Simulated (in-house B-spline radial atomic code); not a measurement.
S⁺. Computed with a B-spline radial atomic code. Model: all-electron spherical atom, spin shells full or empty, radial basis limit, no spin-orbit coupling, Breit or QED, empty-state partial waves extrapolated as (l+1/2)^-4, RPA, G0W0 and static COHSEX of the highest shell as one setting changes (uncorrelated shells keep exact exchange).

Given: element S; charge 1; filled core Ne; hamiltonian non-relativistic; mean-field start r2SCAN; highest l of empty states 9; highest mean-field shell 3p up.

Shell: 3s 1 1, 3p 3 0 (electrons up and down).

| lowest nl shells left uncorrelated | RPA correlation energy (hartree) | G0W0 level (eV) | G0W0 minus most complete (meV) | COHSEX level (eV) | linearised minus solved G0W0 (meV) |
| --- | --- | --- | --- | --- | --- |
| 0 | -0.85975 | -23.319 | 0 | -25.701 | -38.9 |
| 1 | ? | ? | ? | ? | ? |
| 2 | ? | ? | ? | ? | ? |
| 3 | -0.21221 | -23.203 | 115.7 | -25.462 | -37 |
| 4 | -0.07783 | -23.59 | -271.1 | -25.327 | -31.6 |

Task: What follows for lowest nl shells left uncorrelated = 2?

Result: RPA correlation energy -0.58479 hartree; G0W0 level -23.303 eV; G0W0 minus most complete 15.3 meV; COHSEX level -25.675 eV; linearised minus solved G0W0 -38.6 meV.

Task: What follows for lowest nl shells left uncorrelated = 1?

Result: RPA correlation energy -0.73205 hartree; G0W0 level -23.313 eV; G0W0 minus most complete 5.6 meV; COHSEX level -25.697 eV; linearised minus solved G0W0 -38.8 meV.
